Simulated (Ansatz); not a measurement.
Isolated molecules relaxed with PBE0-D4/def2-TZVP in Ansatz; ΔE leaves out vibrations. CCSD(T)/CBS adds triple-zeta CCSD(T) − MP2 to the extrapolated MP2 energy (def2 sets, frozen cores). DFT in def2-TZVPP. B3LYP here is the variant with VWN-RPA as its local correlation; programs differ in this. Elements past krypton have def2 core potentials. For Sn outer-core shells are correlated without core-valence functions, which leaves a few kJ/mol of doubt a bond. One conformer a species, not always the lowest.

`FC([SiH3])B[SiH3]` + `[NH2][SnH2][OH]` → `[OH][SnH2][NH][SiH3]` + `BC(F)[SiH3]`  (cleavage of the Si–B bond)

CCSD(T)/CBS gives -78.5 kJ/mol.

Another level gave -54.5 kJ/mol. Which?
A. HF/def2-TZVPP
B. B2PLYP/def2-TZVPP
C. B3LYP-D4/def2-TZVPP
D. PBE/def2-TZVPP

D. PBE -54.5, HF/def2-TZVPP -107.8, B3LYP-D4 -77.0, B2PLYP -83.0 kJ/mol.

Largest T1 diagnostic among the species: 0.014.

From PBE to PBE0 (25 % exact exchange), in def2-TZVPP and without D4, ΔE moves by −9.3 kJ/mol. In def2-TZVPP, CCSD(T) changes the Hartree–Fock value by +29.7 kJ/mol (the triples alone add +4.4 kJ/mol) and MP2 by +22.2 kJ/mol.
